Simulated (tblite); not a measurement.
What does the GFN2-xTB structure of `[SiH2](S[C@@H](C)[SiH3])P` look like in three dimensions?

```xyz
17
C2H11PSSi2 angstrom
C     -0.9733   -1.3858    0.1841
C     -0.7885    0.0636   -0.2164
Si    -2.4102    0.9393   -0.7249
S     -0.0711    1.0267    1.1811
Si     1.9507    0.3225    1.2191
P      2.5289   -0.3735   -0.8308
H     -1.4485   -1.9367   -0.6262
H     -0.0133   -1.8572    0.4037
H     -1.6026   -1.4560    1.0694
H     -0.0571    0.1299   -1.0292
H     -3.3245    0.9045    0.4127
H     -2.9557    0.1886   -1.8592
H     -2.0916    2.3097   -1.1134
H      2.7074    1.4552    1.7410
H      2.0750   -0.8368    2.1053
H      3.8785   -0.3746   -0.5388
H      2.5889    0.8924   -1.3872
```

Orientation and origin are arbitrary. Atoms count from 1 in this order. Of the pairs four or more bonds apart, P6···H10 is among the closest relative to their van der Waals radii: 2.64 Å, 88 % of the sum of Bondi's values. Si3 (SiH3 silicon) is tetrahedral (angles from 106.7° to 111.5°). P6 (three-coordinate phosphorus) is pyramidal (angles 95.4°, 93.4° and 92.5°, sum 281.3°, 0.84 Å off the plane of its three neighbours). Si5 (SiH2 silicon) is distorted tetrahedral (angles from 103.9° to 115.8°).

Bonds between heavy atoms (Å): C1–C2 1.515, C2–Si3 1.912, C2–S4 1.843, S4–Si5 2.141, Si5–P6 2.241.

Computed geometry: GFN2-xTB, gas phase.

Point group: C1 (no symmetry element, even within 0.4 Å). Its GFN2-xTB frequencies are all real (lowest 44 cm⁻¹). One conformer, not necessarily the lowest (C1–C2–S4–Si5 72°, C2–S4–Si5–P6 27°, S4–Si5–P6–H 164° and 71°). 3 starts were optimised and ended at 0.00, 1.50 and 2.43 kcal/mol (GFN2-xTB); the lowest of these is shown.

On one thread, Arm Neoverse V1 (aarch64), shared host, this took 1.8 s. This is the geometry optimisation.
